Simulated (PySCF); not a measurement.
Field gradients at the hydrogen positions

Species: C11H12.
Geometry (GFN2-xTB, Å), atoms numbered from 1 in this order:
```
atom  x, y, z in Å
C1     3.744   -0.567    0.893
C2     3.121    0.412    0.242
C3     1.871    0.241   -0.440
C4     1.025    1.044   -1.105
C5     0.010   -0.040   -1.356
C6    -0.940   -0.269   -0.188
C7    -2.242    0.291    0.082
C8    -2.791    1.183   -0.742
C9    -2.921   -0.190    1.331
C10   -0.093   -1.092    0.450
C11    0.984   -0.987   -0.598
H12    4.679   -0.410    1.402
H13    3.330   -1.561    0.938
H14    3.545    1.408    0.204
H15    1.006    2.093   -1.338
H16   -0.348   -0.217   -2.364
H17   -3.758    1.616   -0.550
H18   -2.284    1.514   -1.632
H19   -2.312    0.050    2.201
H20   -3.041   -1.271    1.297
H21   -3.898    0.272    1.444
H22   -0.101   -1.605    1.393
H23    1.407   -1.889   -1.025
```

Level: PBE0/pcSseg-1 (PySCF, non-relativistic); Q(2H) = 0.00286 b; rigid geometry, the same for H and D, with no vibrational averaging.

Question: Rank these positions by the coupling χzz of a deuteron there, largest first.
A. H15 (vinylic hydrogen)
B. H13 (vinylic hydrogen)
C. H16 (methine hydrogen)
D. H20 (methyl hydrogen)

Answer: A (232 kHz), B (226 kHz), C (219 kHz), D (210 kHz).

Question: Give the electric field gradient Vzz (the principal value of largest size), its asymmetry and the 2H coupling at each hydrogen.

Answer: 
```tsv
atom	bonded to	bond length (Å)	Vzz (au)	η	χzz (kHz)
H12	C1	1.076	0.3391	0.05	228
H13	C1	1.077	0.3366	0.05	226
H14	C2	1.083	0.3217	0.05	216
H15	C4	1.074	0.3447	0.04	232
H16	C5	1.084	0.3253	0.01	219
H17	C8	1.077	0.3385	0.06	227
H18	C8	1.076	0.3385	0.06	227
H19	C9	1.089	0.3119	0.02	210
H20	C9	1.089	0.3118	0.02	210
H21	C9	1.087	0.3162	0.03	212
H22	C10	1.074	0.3451	0.04	232
H23	C11	1.084	0.3256	0.01	219
```

Question: How does χzz go with the bond length over the 12 C–H bonds?

Answer: A straight-line fit has a slope of -14.5 kHz for each 0.01 Å, with a correlation coefficient of -0.99, over lengths from 1.074 to 1.089 Å. The longer bonds have the smaller couplings here.

Isolated species at its GFN2-xTB geometry (one conformer only). GFN2-xTB bond lengths can be off by several hundredths of an ångström, more for odd bonds, and the gradients follow them. The basis is small and wasn't made for field gradients, so the couplings can be 20 % off.
